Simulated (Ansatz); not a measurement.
Cost and result for the atomization energy of GeH$_{5}$NOS (`[NH2][GeH]([OH])[SH]`) (9 atoms, 8 bonds).

```xyz
9

N     0.008    0.749   -1.530
Ge    0.329    0.121    0.142
O     1.002   -1.493   -0.148
S    -1.513   -0.095    1.396
H    -0.400    0.065   -2.152
H    -0.500    1.619   -1.590
H     1.319    1.027    0.886
H     0.617   -2.138    0.451
H    -0.862    0.144    2.547
```

The species carries charge 0 and has multiplicity 1. Correlated methods include outer-core shells of Ge, which these sets cover unevenly. Scalar relativity is left out up to krypton. The geometry is a stationary point of PBE0-D4/def2-TZVP. It is one conformer, not always the lowest. Program: Ansatz. All runs use 4 threads of a server CPU on a shared host. Times are those of one run each, without the atoms' runs, and a repeat can differ threefold. Electronic energies, without spin–orbit coupling; frozen cores. CCSD(T)/CBS adds CCSD(T) − MP2 in def2-TZVPP to the MP2 limit, and its time is that of the two runs behind it. T1 = 0.011. With those shells the extrapolation isn't a true limit. B3LYP takes the VWN-RPA correlation (the form of Gaussian; ORCA's B3LYP/G). HSE06 is the plane-wave form, built on full-range PBE exchange.

CCSD(T)/CBS is a level of theory with its own doubt, some kJ/mol a heavy atom from the limit and from the frozen cores, so smaller differences don't rank the functionals.

```csv
level,functions,wall time
revPBE-D4/def2-TZVPP,222,1.9 s
PBE-D4/def2-TZVPP (with forces),222,2.3 s
HSE06-D4/def2-TZVPP,222,3.2 s
CAM-B3LYP-D4/def2-TZVPP,222,3.4 s
B3LYP-D4/def2-TZVPP (with forces),222,4.3 s
r2SCAN-D4/def2-TZVPP (with forces),222,4.5 s
CCSD(T)/def2-SVP,103,4.8 s
B2PLYP/def2-TZVPP,222,4.9 s
r2SCANh-D4/def2-TZVPP,222,5.5 s
ωB97M-V/def2-TZVPP (with forces),222,11 s
MP2/def2-QZVPP,423,19 s
CCSD(T)/def2-TZVPP,222,2.1 min
CCSD(T)/CBS(def2),–,2.4 min
```

(1) What atomization energy does each give, and how far from CCSD(T)/CBS? (Estimate.)

Answers

(1) Ansatz gave: 
| level | atomization (kJ/mol) | difference from CCSD(T)/CBS | per bond |
| --- | --- | --- | --- |
| revPBE-D4/def2-TZVPP | 2843.5 | -58.2 | -7.3 |
| PBE-D4/def2-TZVPP (with forces) | 2925.6 | 23.9 | 3.0 |
| HSE06-D4/def2-TZVPP | 2858.5 | -43.2 | -5.4 |
| CAM-B3LYP-D4/def2-TZVPP | 2883.8 | -17.9 | -2.2 |
| B3LYP-D4/def2-TZVPP (with forces) | 2868.6 | -33.1 | -4.1 |
| r2SCAN-D4/def2-TZVPP (with forces) | 2880.9 | -20.8 | -2.6 |
| CCSD(T)/def2-SVP | 2630.2 | -271.5 | -33.9 |
| B2PLYP/def2-TZVPP | 2841.9 | -59.8 | -7.5 |
| r2SCANh-D4/def2-TZVPP | 2854.8 | -46.9 | -5.9 |
| ωB97M-V/def2-TZVPP (with forces) | 2889.4 | -12.3 | -1.5 |
| MP2/def2-QZVPP | 2905.7 | 4.0 | 0.5 |
| CCSD(T)/def2-TZVPP | 2811.4 | -90.3 | -11.3 |
| CCSD(T)/CBS(def2) | 2901.7 | 0.0 | 0.0 |

The D4 term adds +30.4 kJ/mol with B3LYP and +15.9 kJ/mol with PBE0; it sums over pairs of atoms, weighted by their polarisabilities, and B3LYP, whose exchange is more repulsive, gets the larger term. In def2-TZVPP, CCSD(T) changes the Hartree–Fock value by +897.2 kJ/mol (the triples alone add +52.7 kJ/mol) and MP2 by +938.3 kJ/mol; breaking electron pairs costs correlation energy, which Hartree–Fock lacks. From r2SCAN to r2SCAN0 (25 % exact exchange), in def2-TZVPP and without D4, the atomization energy moves by −64.2 kJ/mol: exact exchange takes away binding that semilocal exchange gives to molecules.
